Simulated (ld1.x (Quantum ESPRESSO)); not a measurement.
palladium (Pd): from the effect back to the setting (RRKJ)

Base potential:

| Property | Result |
| --- | --- |
| Element | palladium (Pd) |
| Generator | ld1.x (Quantum ESPRESSO) 7.5 |
| Type | norm-conserving RRKJ (Kleinman–Bylander form) |
| Functional | PBEsol |
| Relativity | scalar-relativistic |
| Frozen core | [Ar] 3d10 |
| Valence charge | 18 |
| Reference configuration | 4s2 4p6 4d8 5s0 5p0 (charge +2) |
| Partial waves | 4p (bound): rc 1.25 bohr; 4d (bound): rc 1.05 bohr; 4s (bound): rc 1.45 bohr |
| Local potential | the s channel |
| Core correction | Bessel-smoothed model core inside 1.00 bohr |
| rho0 | 0.02 |

Cutoffs, loose and tight: the cutoffs (Ry, on a coarse ladder) from which the occupation-weighted sum of valence levels, in a spherical-Bessel basis at the reference potential, stays within 10 and 1 mRy of its value at 400 Ry. They do not see the model core or the augmentation charge, which bear on the density cutoff. Test errors are all-electron minus pseudo excitation energies from the reference, over the configurations 4s2 4p6 4d10 5s0 5p0; 4s2 4p6 4d9 5s0 5p0; 4s2 4p6 4d7 5s0 5p0; 4s2 4p6 4d6 5s0 5p0; 4s2 4p6 4d9 5s0 5p1; 4s2 4p5 4d10 5s0 5p0; 4s2 4p6 4d9 5s1 5p0; variants that change the core or the reference have their own tests. The largest error is taken over the tests solved by every variant that gives reliable tests at all, those not shown here included: 4s2 4p5 4d10 5s0 5p0; 4s2 4p6 4d10 5s0 5p0; 4s2 4p6 4d6 5s0 5p0; 4s2 4p6 4d7 5s0 5p0; 4s2 4p6 4d9 5s0 5p0.

Only the scale of all radii but the core radius (base = 1) is moved (1 further runs of the sweep failed or gave no value and are left out):

```csv
scale of all radii but the core radius (base = 1),"cutoff, loose","cutoff, tight",bound ghosts,largest test error (meV)
0.86,160 Ry,260 Ry,none,+49
1.01,140 Ry,200 Ry,none,+1049
1.14,110 Ry,160 Ry,none,+245
1.35,60 Ry,90 Ry,s (extra level of the local part),+493
```

Q: One more run gave cutoff, loose: 60 Ry; cutoff, tight: 100 Ry; bound ghosts: none; largest test error (meV): +420. Which value of the scale of all radii but the core radius (base = 1) was used?

A: 1.27. The tight cutoff moves one way along this sweep, from 260 Ry at 0.86 to 90 Ry at 1.35, which places the run between 1.14 and 1.35.
